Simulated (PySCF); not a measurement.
Si(CCH)(Me)(OH)2 (C3H6O2Si), SMILES O[Si](C)(O)C#C. Coordinates come from a B3LYP-D3(BJ)/def2-SVP optimisation. This is a generated structure with no PubChem entry under its InChIKey; it may be hypothetical. Other conformers were not sampled.

Method: B3LYP-D3(BJ)/def2-SVP (PySCF).

Harmonic wavenumbers (cm⁻¹): 120, 132, 146, 208, 232, 268, 274, 353, 388, 399, 589, 712, 743, 746, 763, 774, 808, 881, 900, 941, 1281, 1428, 1433, 2157, 3034, 3124, 3134, 3456, 3866, 3869. Rotational constants (GHz): 3.607, 2.076, 2.019; symmetry number 1.

Question: Work out the zero-point energy and the ideal-gas rigid-rotor harmonic-oscillator thermochemistry at 298.15 K and 1 atm.

Answer: ZPE = ½ Σ hcν = ½ × 37158 cm⁻¹ = 53.12 kcal/mol. H − E(el) = 59.19 kcal/mol. Entropy in cal/(mol K): translation 39.78, rotation 27.45, vibration 21.39, total 88.63. G − E(el) = 32.76 kcal/mol. Cp = 32.55 cal/(mol K). Modes under 150 cm⁻¹ make the vibrational entropy uncertain.
